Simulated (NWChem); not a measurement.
Species: CH₄OTe; SMILES C[Te]O

```xyz
7

Te     0.3684     0.0460     0.0045
C     -0.9662    -1.6349     0.0035
H     -1.4698    -1.7402    -0.9654
H     -1.6975    -1.4905     0.8091
H     -0.3654    -2.5327     0.2109
O     -1.0692     1.4397     0.0675
H     -1.2734     1.6617    -0.8496
```
Atoms are numbered in this order, from 1.

All runs: NWChem. The geometry was optimised at PBE0/def2-SVP. Not confirmed as a minimum by frequencies. def2 effective core potentials on Te; no spin-orbit coupling. B3LYP is NWChem's, with the RPA form of VWN correlation. Ions are spin-unrestricted doublets at the neutral geometry; other ion states weren't tried.

For level PBE/def2-SVP:

- vertical ionisation energy, ΔSCF (eV) = 8.04
- −ε(HOMO) (eV) = 4.72

**Question.** What are these values for level B3LYP/def2-SVP?

**Answer.** 
| Item | Result |
|---|---|
| vertical ionisation energy, ΔSCF (eV) | 8.22 |
| −ε(HOMO) (eV) | 5.62 |
